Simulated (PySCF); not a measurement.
NMR data sheet: C₄H₇FO₂

- Formula: C4H7FO2
- SMILES: COC(=O)CCF
- InChI: InChI=1S/C4H7FO2/c1-7-4(6)2-3-5/h2-3H2,1H3
- Point group of the computed structure: Cs
- Degrees of unsaturation: 1
- Carbon signals: 4
- Proton signals: 3

Atoms are numbered as in `[CH3:1][O:2][C:3](=[O:4])[CH2:5][CH2:6][F:7]`. Each H is labelled by its parent atom.

PySCF calculation with PBE0/pcSseg-1 with gauge-including orbitals and GFN2-xTB structure; non-relativistic, one conformer, equivalent nuclei averaged, no solvent model.

Scale: $^{1}$H (σref 31.72), $^{13}$C (σref 186.93) against TMS; $^{19}$F (σref 170.95) vs CFCl3; H2O for $^{17}$O (σref 336.08) (reference shieldings calculated alike).

| carbon | δC, type | δH (multiplicity) | HMBC from (2–3 bonds) | span of the C tensor (ppm) |
| --- | --- | --- | --- | --- |
| C1 | 53.8, CH3 | 3.88 (s) | – | 75 |
| C3 | 177.5, C | – | H(C6), H(C1), H(C5) | 161 |
| C5 | 37.8, CH2 | 2.85 (m) | H(C6) | 55 |
| C6 | 82.6, CH2 | 4.97 (m) | H(C5) | 102 |

Other nuclei:
```csv
atoms,nucleus,environment,δ (ppm),σ (ppm)
F7,$^{19}$F,fluorine on an sp3 carbon,-260.8,431.7
O4,$^{17}$O,ester carbonyl oxygen,440.5,-104.4
O2,$^{17}$O,ester alkoxy oxygen,191.0,145.1
```

1. Carbon types of the structure: 1 × C, 2 × CH2, 1 × CH3, which accounts for all hydrogens.
2. δC 177.5: ester carbonyl carbon; it is a carbonyl in resonance with an O or N lone pair, the region of acids, esters and amides.
3. δC 82.6: sp3 CH2 bonded to F; the inductive effect lowers its shielding.
4. δC 53.8: methyl carbon bonded to O; the inductive effect lowers its shielding.
5. δC 37.8: sp3 CH2 α to a carbonyl; α to the electron-withdrawing carbonyl group.
6. δH 4.97: hydrogen on an sp3 CH2 bonded to F; its carbon carries F, hence the downfield position.

Splittings by $^{19}$F in the carbon and heteronuclear signals aren't shown, as no couplings were computed. Shifts are as computed. Against solution values, carbons near 30 ppm lie about +3 ppm off and those near 130 ppm about +5 ppm (rms about the fit 2.1 ppm; single classes can miss by 10 ppm). Of 1328 compounds with measured shifts, 309 miss one by over three times the rms of a fit or turn the order of signals round; such compounds aren't used in these exercises. Signals without a measured value on file couldn't be tested in this way; 1H shifts scatter by 0.2 ppm about their fit, and single ones miss by 0.5 ppm. Unscaled 19F shifts against computed CFCl3 carry errors that often reach 10 to 50 ppm. Unscaled 17O shifts of doubly bonded oxygen tend to come out too high, by tens of ppm or more. Experimental scales use liquid or dissolved standards, which lie at an offset from isolated H2O (liquid H2O: subtract about 36 ppm). Multiplicities follow the n + 1 count of equivalent neighbours, as no J values were calculated; m marks all less simple cases, F and P coupling included.
